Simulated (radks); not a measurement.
Task: All-electron atom: Tm51+ in [Ar] (the NIST ground configuration). Method: scalar-relativistic Kohn-Sham, LB94 model potential, spin-polarised, spherical densities, finite nucleus; Fermi nuclear charge, rms radius 5.2256 fm; computed with a radial shooting solver on a logarithmic mesh with Libxc functionals. Some entries of the table are withheld. Estimate them.

orbital  occ.  eigenvalue (eV)  <1/r> (bohr^-1)
1s          2              (1)            79.15
2s          2              (2)            18.61
2p          6        -12353.18            17.13
3s          2        -5228.340            7.393
3p          6        -4882.886            6.958
3d          0        -4542.861            6.641
4s          0        -2754.896              (3)

Result: 
(1) 1s eigenvalue (eV): -63012.13
(2) 2s eigenvalue (eV): -13504.70
(3) 4s <1/r> (bohr^-1): 3.900
